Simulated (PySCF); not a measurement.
**How methods differ on the excitation energy of Te**

Te [Kr] 4d10 5s2 5p4 (3P) → Te [Kr] 4d10 5s2 5p3 6s1 (5S), as a difference of total energies. Computed with PySCF 2.14 in aug-cc-pVTZ-DK3, with the spin-free X2C one-electron Hamiltonian (Gaussian nucleus). Correlated levels: valence: [Kr] 4d10 frozen. The calculations carry no spin-orbit coupling.

**Question.** Order these methods by the excitation energy they give, lowest first.
A. r2SCAN
B. MP2 (valence)
C. SCS-MP2 (valence)
D. PW91

**Answer.** B (5.065 eV), C (5.253 eV), D (5.290 eV), A (5.492 eV).

Errors of the correlated levels include the incompleteness of this basis and the frozen core.

For comparison: 5.226 eV (measured; NIST levels, between the centres of gravity of the two terms).
